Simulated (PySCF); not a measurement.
**Electron correlation in Ca (calcium, neutral)**

[Ar] 4s1 4p1, high-spin 3P determinant (an excited configuration). Computed with PySCF 2.14 in aug-cc-pVDZ-X2C (6s5p3d, 36 functions), with the spin-free X2C one-electron Hamiltonian (Gaussian nucleus). Frozen: [Ar]; 2 electrons correlated.

With two correlated electrons CCSD is exact within the correlated space (frozen core and kept virtual orbitals).

```json
{"level": "CCSD", "correlation energy (mhartree)": "-3.59"}
```

Diagnostics: T1 = 0.010, D1 = 0.0198, largest double amplitude 0.059.

Cost of the coupled-cluster step: roughly 0.07 core-seconds, for 2 correlated electrons.

Iterations:

```
CC2 = 0
CCSD nocc = (np.int64(2), np.int64(0)), nmo = (27, 27)
frozen orbitals [[0, 1, 2, 3, 4, 5, 6, 7, 8], [0, 1, 2, 3, 4, 5, 6, 7, 8]]
max_cycle = 100
direct = 0
conv_tol = 1e-08
conv_tol_normt = 1e-06
diis_space = 8
diis_start_cycle = 0
Init t2, MP2 energy = -0.00137332863154467
Init E_corr(UCCSD) = -0.00137332864181402
cycle = 1  E_corr(UCCSD) = -0.00216136972029922  dE = -0.000788041078  norm(t1,t2) = 0.0296675
cycle = 2  E_corr(UCCSD) = -0.00263707018460477  dE = -0.000475700464  norm(t1,t2) = 0.0195729
cycle = 3  E_corr(UCCSD) = -0.00350053221941325  dE = -0.000863462035  norm(t1,t2) = 0.0135427
cycle = 4  E_corr(UCCSD) = -0.00356358678998338  dE = -6.30545706e-05  norm(t1,t2) = 0.00391491
cycle = 5  E_corr(UCCSD) = -0.00359813073842226  dE = -3.45439484e-05  norm(t1,t2) = 0.00094412
cycle = 6  E_corr(UCCSD) = -0.00358418591421398  dE = 1.39448242e-05  norm(t1,t2) = 0.000264169
cycle = 7  E_corr(UCCSD) = -0.003595166696015  dE = -1.09807818e-05  norm(t1,t2) = 0.000111495
cycle = 8  E_corr(UCCSD) = -0.00359003351238248  dE = 5.13318363e-06  norm(t1,t2) = 6.01866e-05
cycle = 9  E_corr(UCCSD) = -0.00359147547322021  dE = -1.44196084e-06  norm(t1,t2) = 1.69597e-05
cycle = 10  E_corr(UCCSD) = -0.00359113862143933  dE = 3.36851781e-07  norm(t1,t2) = 4.58921e-06
cycle = 11  E_corr(UCCSD) = -0.00359116628807496  dE = -2.76666356e-08  norm(t1,t2) = 6.49072e-07
cycle = 12  E_corr(UCCSD) = -0.00359116650701124  dE = -2.18936276e-10  norm(t1,t2) = 2.36947e-07
UCCSD converged
E(UCCSD) = -679.594750217638  E_corr = -0.003591166507011239
```
